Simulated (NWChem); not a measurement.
CH6BFOSi; SMILES COB(F)[SiH3]

```xyz
11

B     -0.6361     0.0865     0.0000
F     -1.9505    -0.1207     0.0000
O     -0.2523     1.3722     0.0000
C      1.0763     1.8213     0.0000
H      1.2518     2.4408    -0.8924
H      1.2518     2.4408     0.8924
H      1.8048     0.9925     0.0000
Si     0.6237    -1.5264     0.0000
H      1.5176    -1.5073     1.2030
H      1.5176    -1.5073    -1.2030
H     -0.1448    -2.8067     0.0000
```
Atoms are numbered in this order, from 1.

Computed with NWChem. Geometry: optimised at PBE0/def2-SVP. GIAO values for the isolated, static molecule; σ is the absolute isotropic shielding, δ = σ(reference) − σ with the isolated reference molecule computed at the same levels (11B: boron trifluoride, 13C: tetramethylsilane, 19F: trichlorofluoromethane, 1H: tetramethylsilane, 17O: water, 29Si: tetramethylsilane).

**Question.** Among these, which level gives the highest value of “δ H9 (rotor mean) (ppm)”?
A) BHandHLYP/pcSseg-1
B) KT2/pcSseg-1
C) LDA (Slater exchange, VWN5)/pcSseg-1

**Answer.** C, LDA (Slater exchange, VWN5)/pcSseg-1. Values: BHandHLYP/pcSseg-1 3.33; KT2/pcSseg-1 3.40; LDA (Slater exchange, VWN5)/pcSseg-1 3.55
